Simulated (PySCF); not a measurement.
A side-by-side comparison of computed properties.

First species: C8H15N.
SMILES: `CN(C)[C@H]1C[C@H]2C[C@H]2C1`

Second species: C5H2ClFOS.
Z-matrix (Å and degrees, GFN2-xTB geometry), rows numbered from 1:
```
O 
C   1  1.2134
C   2  1.4686  1  122.90
F   3  1.3433  2  114.96  1     0.01
C   3  1.3444  2  127.79  1  -179.96
S   5  1.7146  3  124.49  2    -0.11
C   6  1.7190  5  101.77  3     0.07
C   7  1.3459  6  125.35  5     0.04
Cl  8  1.7220  2  114.58  1     0.08
H   5  1.0794  3  120.76  2   179.90
H   7  1.0788  6  113.37  5  -179.99
```

Levels: PBE0/pcSseg-1 for HOMO energy, LUMO energy and HOMO–LUMO gap. Geometries: GFN2-xTB. Each species is one conformer at its optimised geometry, gas phase, non-relativistic unless stated. Electronic properties by PySCF.

Values for the first species:

```
HOMO energy   : -6.14 eV
LUMO energy   : 1.34 eV
HOMO–LUMO gap : 7.48 eV
```

Question: Estimate the same properties for the second species, and the change in each.

Answer: 
```json
{"property": "HOMO energy", "first": "-6.14 eV", "second": "-7.28 eV", "second less first": "-1.14 eV"}
{"property": "LUMO energy", "first": "1.34 eV", "second": "-2.23 eV", "second less first": "-3.57 eV"}
{"property": "HOMO–LUMO gap", "first": "7.48 eV", "second": "5.05 eV", "second less first": "-2.43 eV"}
```

